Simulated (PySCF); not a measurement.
B3LYP has the VWN-RPA correlation part, as in Gaussian. 

Cartesian coordinates (Å):
```xyz
10

W     -0.0920    -0.0773    -0.0022
Cl    -0.9524    -1.0587    -2.0395
Cl     0.4029    -2.0517     1.1314
Cl    -0.5019     2.0782    -0.9396
O      0.5271     0.9209     1.4747
H      0.5615     1.8958     1.5477
O      1.5188    -0.2136    -0.9713
H      1.6054    -0.5815    -1.8741
O     -1.9061    -0.2357     0.4835
H     -2.6104    -0.6081    -0.0849
```
Charge 0, multiplicity 1.

Task: Predict the charge on the central atom (Mulliken), LUMO and total energy from B3LYP-D3(BJ)/def2-TZVP // BP86-D3(BJ)/def2-SVP (PySCF 2.14.0).

Result: 
The charge on the central atom (Mulliken) comes out as 1.41 e, the LUMO is -4.70 eV and the total energy comes out as -1675.6501 Ha.
